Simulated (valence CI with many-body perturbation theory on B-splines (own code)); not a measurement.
**Bi⁶⁹⁺: fill in the table**

Calculated by valence CI with perturbative core correlation (CI+MBPT): four valence electrons over a frozen Dirac-Fock core [Ne], a basis of 11 s, 11 p, 10 d, 8 f, 5 g, 2 h functions for each j, with the one-electron correlation potential Σ1 (screened to all orders), the two-electron term Σ2, the three-electron term Σ3, Breit, model QED; selected single and double excitations, second order for the rest, scaled by the run's own slope (own B-spline code, finite nucleus).

The last digits are not significant, and no measured levels were compared; by estimate large intervals hold to a few tenths of a per cent, small ones and those within an open d or f shell to about a per cent. Among the levels kept, up to 580 cm⁻¹ of a level comes from second order outside the variational space, and about a tenth of that is noise between levels of different J, which matters for small intervals.

| Level | E (× 10³ cm⁻¹) |
| --- | --- |
| (3s^2 3p1/2^2) J=0 | 0.00 |
| (3s^2 3p1/2 3p3/2) J=1 | 4941.6 |
| (3s^2 3p1/2 3p3/2) J=2 | 5026.1 |
| (3s 3p1/2^2 3p3/2) J=2 | ? |
| (3s 3p1/2^2 3p3/2) J=1 | ? |
| (3s^2 3p1/2 3d3/2) J=2 | 6994.7 |
| (3s^2 3p1/2 3d3/2) J=1 | ? |
| (3s^2 3p1/2 3d5/2) J=2 | 8297.5 |
| (3s^2 3p1/2 3d5/2) J=3 | 8313.4 |
| (3s 3p1/2^2 3d3/2) J=1 | 8686.4 |
| (3s 3p1/2^2 3d3/2) J=2 | 8757.0 |
| (3s 3p1/2^2 3d5/2) J=3 | ? |
| (3s^2 3p3/2^2) J=2 | 10036 |
| (3s 3p1/2^2 3d5/2) J=2 | ? |
| (3s^2 3p3/2^2) J=0 | ? |
| (3s 3p1/2 3p3/2^2) J=2 [a] | 11435 |
| (3s 3p1/2 3p3/2^2) J=3 | 11615 |
| (3s 3p1/2 3p3/2^2) J=0 | 11712 |
| (3s 3p1/2 3p3/2^2) J=2 [b] | 11844 |
| (3s 3p1/2 3p3/2^2) J=1 [a] | 11857 |

Levels are named by their leading jj configuration (3d3/2^4 stands for four electrons in 3d with j = 3/2), which in mixed levels can hold well under half, so a name can repeat and another be missing. Letters in brackets count levels of one name in rising energy.

Q: The levels stand in rising order. What does the calculation give for the missing energies?

A: (3s 3p1/2^2 3p3/2) J=2 6591.7; (3s 3p1/2^2 3p3/2) J=1 6834.4; (3s^2 3p1/2 3d3/2) J=1 7427.7; (3s 3p1/2^2 3d5/2) J=3 9944.5; (3s 3p1/2^2 3d5/2) J=2 10077; (3s^2 3p3/2^2) J=0 10226.
